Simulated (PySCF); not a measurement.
Molfile (atoms numbered from 1):
```
C2BrF5
     RDKit          3D

  8  7  0  0  0  0  0  0  0  0999 V2000
   -1.6624    0.1860   -0.6595 F   0  0  0  0  0  0  0  0  0  0  0  0
   -0.6105    0.5146    0.0781 C   0  0  0  0  0  0  0  0  0  0  0  0
   -0.1944    1.7164   -0.2803 F   0  0  0  0  0  0  0  0  0  0  0  0
   -0.9695    0.5344    1.3499 F   0  0  0  0  0  0  0  0  0  0  0  0
    0.5052   -0.5328   -0.1528 C   0  0  0  0  0  0  0  0  0  0  0  0
    0.8142   -0.5427   -1.4434 F   0  0  0  0  0  0  0  0  0  0  0  0
    0.0396   -1.7275    0.1877 F   0  0  0  0  0  0  0  0  0  0  0  0
    2.0776   -0.1246    0.8901 Br  0  0  0  0  0  0  0  0  0  0  0  0
  1  2  1  0
  2  3  1  0
  2  4  1  0
  2  5  1  0
  5  6  1  0
  5  7  1  0
  5  8  1  0
M  END
```

- PBE0-D3(BJ)/def2-SVP structure
- NMR shieldings at PBE0/pcSseg-1/GIAO
- run in PySCF 2.14.0 with density-fitted response routines
- one computed conformer, averaged over atoms made equivalent by symmetry, fast rotation or ring inversion, no solvent, relativity neglected

References, each an isolated molecule treated in the same way: TMS for 13C (184.41 ppm); 19F (177.25 ppm) vs CFCl3; 79Br (2584.45 ppm) vs HBr.

```
   atoms  nucleus  count  Hirshfeld charge  δ (ppm)
F1/F3/F4      19F      3             -0.08        ?
   F6/F7      19F      2             -0.07        ?
      C5      13C      1              0.16    132.9
      C2      13C      1              0.23    122.8
     Br8     79Br      1             -0.02      759
```

Question: Estimate the values marked ?.

Answer: 
- F6/F7: -76.7 ppm, fluorine of a CF2 group
- F1/F3/F4: -97.5 ppm, fluorine of a CF3 group

Spin–orbit coupling is missing: it shields a carbon bonded to bromine, so the measured shift of such a carbon is lower than the computed one. Shifts are as computed. Against solution values, carbons near 30 ppm lie about +2 ppm off and those near 130 ppm about +5 ppm; carbons on Br a further +13 ppm. Of 1211 compounds with measured shifts, 218 miss one by over three times the rms of a fit or turn the order of signals round; such compounds aren't used in these exercises. Unscaled 19F shifts against computed CFCl3 carry errors that often reach 10 to 50 ppm.
